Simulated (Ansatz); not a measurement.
These are Ansatz (an electronic-structure program) with frozen-core CCSD(T)/cc-pVTZ // PBE0-D4/def2-TZVP values and carry that method's errors.

Ansatz 0.2 input:
```yaml
crystal:
  periodic: [false, false, false]
  atoms:
    - { symbol: N, position_ang: [-0.97079, -0.837027, -0.011729] }
    - { symbol: C, position_ang: [0.147799, -0.027382, 0.142515] }
    - { symbol: S, position_ang: [-0.067226, 1.594659, 0.745012] }
    - { symbol: S, position_ang: [1.623524, -0.904569, 0.474464] }
    - { symbol: H, position_ang: [-0.875294, -1.576685, -0.692851] }
    - { symbol: H, position_ang: [-1.847009, -0.342944, -0.065998] }
    - { symbol: H, position_ang: [-0.463235, 2.165819, -0.413639] }
    - { symbol: H, position_ang: [2.452234, -0.071873, -0.177775] }
basis:
  gaussian: { orbitals: cc-pVTZ }
correlation:
  method: ccsd_t
magnetization:
  spin_polarized: true
  initial_magnetization: 1
```

Output:

```
Functional definition: HF
1058 factors; integrals over basis functions are off by at most 1.0e-3 eV
mean field evaluation 1: about -24207.9657 eV, gradient 2.1e1 eV
mean field evaluation 2: about -24207.9772 eV, gradient 2.1e1 eV
mean field evaluation 4: about -24210.6025 eV, gradient 3.2e0 eV
mean field evaluation 8: about -24210.7355 eV, gradient 2.6e-1 eV
mean field evaluation 16: about -24210.0985 eV, gradient 1.0e1 eV
mean field -24210.73766580 eV, -889.7281985908 hartree, gradient 2.4e-6 eV, S^2 0.770271; 0 other end points of the search recorded, 0 dependent functions left out
12 core orbitals not correlated
reference -24210.73766580 eV, -889.7281985908 hartree; 13, 12 occupied and 159, 160 virtual orbitals, 1058 factors
second order -19.35278706 eV of doubles, -0.00000000 eV of singles
cycle   1  -20.00261462 eV  change   -6.5e-1 eV  update   1.0e-1
cycle   2  -20.52753908 eV  change   -5.2e-1 eV  update   3.1e-2
cycle   3  -20.63486218 eV  change   -1.1e-1 eV  update   1.8e-2
cycle   4  -20.63069021 eV  change    4.2e-3 eV  update   7.4e-3
cycle   5  -20.63088051 eV  change   -1.9e-4 eV  update   3.8e-3
cycle   6  -20.63120363 eV  change   -3.2e-4 eV  update   1.4e-3
cycle   7  -20.63131198 eV  change   -1.1e-4 eV  update   5.8e-4
cycle   8  -20.63154269 eV  change   -2.3e-4 eV  update   2.8e-4
cycle   9  -20.63152923 eV  change    1.3e-5 eV  update   1.3e-4
cycle  10  -20.63145943 eV  change    7.0e-5 eV  update   5.7e-5
cycle  11  -20.63150135 eV  change   -4.2e-5 eV  update   2.9e-5
cycle  12  -20.63149768 eV  change    3.7e-6 eV  update   1.4e-5
perturbative correction -0.93924395 eV, -0.0345165786 hartree
Total energy: -24232.30840743 eV, -890.5209087246 hartree
```

Cost: around 7 core-minutes (rough).
